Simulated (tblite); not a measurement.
Species: C5H7BrO.
Atom-mapped SMILES: `[CH3:1][C@@H:2]1[CH2:3][C@@H:4]1[C:5](=[O:6])[Br:7]` (hydrogens: H8, H9, H10 on C1; H11 on C2; H12, H13 on C3; H14 on C4)

Computed with GFN2-xTB (tblite), gas phase: L-BFGS steps from a force-field or distance-geometry start until the largest atomic force falls under 0.01 eV/Å.

Step 51: E = -609.6729 eV
```
atom  x, y, z in Å  |  force x, y, z in eV/Å
C1      1.4686    0.7441   -0.2461    0.014  -0.006  -0.020
C2      0.6138   -0.2696    0.4629   -0.032   0.023   0.012
C3      0.0102   -1.4066   -0.2689   -0.068  -0.008  -0.013
C4     -0.9050   -0.3124    0.2519    0.031   0.058   0.038
C5     -1.4922    0.6093   -0.7026    0.056   0.010   0.028
O6     -1.1540    0.9067   -1.7964   -0.020  -0.024  -0.035
Br7    -3.0949    1.5164    0.0578    0.007  -0.038   0.001
H8      1.3595    1.7319    0.1990    0.002  -0.027   0.037
H9      2.5121    0.4475   -0.1705    0.031   0.006  -0.008
H10     1.2049    0.8097   -1.2974   -0.016   0.019  -0.031
H11     0.9061   -0.4433    1.4919   -0.002   0.006   0.014
H12    -0.0688   -2.3740    0.2002   -0.006  -0.025   0.045
H13     0.1439   -1.4472   -1.3388    0.013   0.031  -0.037
H14    -1.5047   -0.5128    1.1296   -0.009  -0.025  -0.033
```

Step 52: E = -609.6738 eV
```
atom  x, y, z in Å  |  force x, y, z in eV/Å
C1      1.4741    0.7415   -0.2474    0.006  -0.008  -0.006
C2      0.6154   -0.2689    0.4633   -0.029   0.023   0.005
C3      0.0064   -1.4043   -0.2684   -0.043   0.003  -0.006
C4     -0.9039   -0.3067    0.2549    0.031   0.043   0.026
C5     -1.4947    0.6126   -0.7009    0.067  -0.017   0.022
O6     -1.1560    0.9130   -1.7940   -0.009  -0.023  -0.022
Br7    -3.1107    1.4965    0.0510   -0.012  -0.018   0.010
H8      1.3704    1.7298    0.1972   -0.019  -0.013   0.043
H9      2.5175    0.4445   -0.1693    0.027  -0.017  -0.018
H10     1.2117    0.8088   -1.2990   -0.016   0.010  -0.022
H11     0.9093   -0.4430    1.4926   -0.011   0.005  -0.010
H12    -0.0741   -2.3725    0.2008   -0.007   0.006   0.022
H13     0.1388   -1.4416   -1.3394    0.010   0.016  -0.011
H14    -1.5049   -0.5101    1.1313    0.005  -0.010  -0.034
```

Step 53: E = -609.6742 eV
```
atom  x, y, z in Å  |  force x, y, z in eV/Å
C1      1.4787    0.7395   -0.2489    0.000  -0.009   0.002
C2      0.6162   -0.2680    0.4631   -0.010   0.012  -0.001
C3      0.0026   -1.4024   -0.2682   -0.006   0.013   0.002
C4     -0.9025   -0.3014    0.2577    0.018   0.023   0.007
C5     -1.4947    0.6154   -0.6991    0.052  -0.008  -0.014
O6     -1.1544    0.9203   -1.7909   -0.015  -0.026   0.017
Br7    -3.1259    1.4783    0.0462   -0.006  -0.012   0.004
H8      1.3776    1.7283    0.1955   -0.025  -0.014   0.039
H9      2.5219    0.4410   -0.1688    0.010  -0.022  -0.025
H10     1.2166    0.8072   -1.3009   -0.010   0.006  -0.006
H11     0.9107   -0.4427    1.4924   -0.009   0.003  -0.017
H12    -0.0782   -2.3711    0.2017   -0.011   0.029   0.004
H13     0.1352   -1.4380   -1.3398    0.001   0.007   0.013
H14    -1.5045   -0.5066    1.1328    0.010  -0.002  -0.026
```

Problem. Estimate the geometry and energy of step 54. (The exact step hangs on the optimiser's Hessian estimate; all steps are aligned on step 53, rigid shifts and turns removed.)

Solution. E = -609.6745 eV, largest force 0.042 eV/Å
```
atom  x, y, z in Å  |  force x, y, z in eV/Å
C1      1.4794    0.7391   -0.2491   -0.002  -0.003   0.004
C2      0.6161   -0.2677    0.4631    0.010   0.002  -0.003
C3      0.0010   -1.4020   -0.2683    0.021   0.015   0.008
C4     -0.9014   -0.2996    0.2586    0.008   0.005  -0.008
C5     -1.4932    0.6155   -0.6991    0.014  -0.006   0.008
O6     -1.1556    0.9198   -1.7913    0.011  -0.017  -0.021
Br7    -3.1258    1.4744    0.0460   -0.022   0.001   0.009
H8      1.3785    1.7274    0.1968   -0.022  -0.015   0.032
H9      2.5230    0.4407   -0.1692   -0.002  -0.023  -0.028
H10     1.2166    0.8079   -1.3013   -0.005   0.005   0.006
H11     0.9104   -0.4424    1.4922   -0.003   0.000  -0.014
H12    -0.0793   -2.3706    0.2023   -0.013   0.034  -0.002
H13     0.1346   -1.4369   -1.3400   -0.004   0.003   0.020
H14    -1.5051   -0.5058    1.1321    0.009   0.001  -0.011
```

The energy changes by -0.0002 eV. The first-order estimate −F·Δx gives -0.0004 eV and the mean of the old and new forces, exact on a quadratic surface, -0.0002 eV. The step makes an angle of 57° with the force vector and moves no atom by more than 0.004 Å.

The cost below is that of the whole relaxation. Hardware: an Arm Neoverse V1 with one thread, shared host with 64 logical CPUs at a one-minute load of 19. Cost: 0.54 s wall.
